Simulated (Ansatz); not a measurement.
Ansatz (a quantum-chemistry and plane-wave program) input:

Ansatz 0.2 input:
```yaml
crystal:
  periodic: [false, false, false]
  atoms:
    - {symbol: Si, position_ang: [-0.00156189, -0.00141780, 0.14555614]}
    - {symbol: H, position_ang: [-1.27922820, -0.21348892, -0.69521090]}
    - {symbol: H, position_ang: [0.84127864, -0.99751856, -0.68009374]}
    - {symbol: H, position_ang: [0.45981600, 1.23085671, -0.66248133]}
basis:
  gaussian:
    orbitals: def2-TZVP
hamiltonian:
  xc: b3lyp
  dispersion: d3bj
total_charge: -1
phonons: {temperatures: {t_min: 298.15, t_max: 298.15, t_step: 100}}
```

### Question
What final total energy does it print?

### Answer
-291.31068 Eh (B3LYP-D3(BJ)/def2-TZVP). The basis has 55 functions.
